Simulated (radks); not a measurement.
Charge is removed step by step from the 5d level of Pt, starting from [Xe] 4f14 5d9 6s1. Method: scalar-relativistic Kohn-Sham, PBEsol, spin-unpolarised, spherical densities, finite nucleus; Fermi nuclear charge, rms radius 5.427 fm; computed with a radial shooting solver on a logarithmic mesh with Libxc functionals.

removed (e)  E - E(0) (eV)  eigenvalue (eV)  E minus straight line (eV)
0                    0.000           -6.169                       0.000
0.125                0.845           -7.361                      -0.555
0.25                 1.842           -8.586                      -0.959
0.375                2.993           -9.842                      -1.208
0.5                  4.304          -11.127                      -1.298
0.625                5.776          -12.441                      -1.226
0.75                 7.415          -13.783                      -0.987
0.875                9.223          -15.150                      -0.580
1                   11.203          -16.542                       0.000

Removing the whole electron costs 11.203 eV by Delta-SCF, against 6.169 eV from minus the eigenvalue at the starting occupation. Slater's transition state (half an electron removed) gives 11.127 eV. Integrating minus the eigenvalue over the occupation (Janak's theorem) gives 11.203 eV. In this scalar-relativistic scheme the density is built from large components alone, so the theorem holds only approximately. The mean slope of the eigenvalue, de/dn, is 10.4 eV per electron.
